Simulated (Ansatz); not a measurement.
Total energies of SiCl₄ from Ansatz at BHLYP-D4/def2-TZVP, gas phase (1 Eh = 27.2114 eV = 2625.5 kJ/mol). The reference geometry is relaxed at PBE-D4/def2-SVP.

```csv
state,geometry,energy (Eh)
charge 0 singlet,reference,-2130.58500
charge 1 doublet,reference,-2130.14519
free Si atom (triplet),–,-289.37696
free Cl atom (doublet),–,-460.15608
```

(1) Work out the vertical ionisation energy to the doublet.

(2) What is the binding energy per atom against free atoms?

(1) E(charge 1 doublet) − E(charge 0 singlet) = -2130.14519 − (-2130.58500) = 0.43981 Eh = 11.97 eV. For comparison, −ε of the highest occupied level is 10.84 eV at this level, 1.13 eV less.

(2) Atoms: 1 × (-289.37696) + 4 × (-460.15608) = -2130.00128 Eh. Binding: -2130.00128 − (-2130.58500) = 0.58372 Eh = 15.88 eV, or 3.18 eV for each of 5 atoms (no zero-point energy, no counterpoise term).
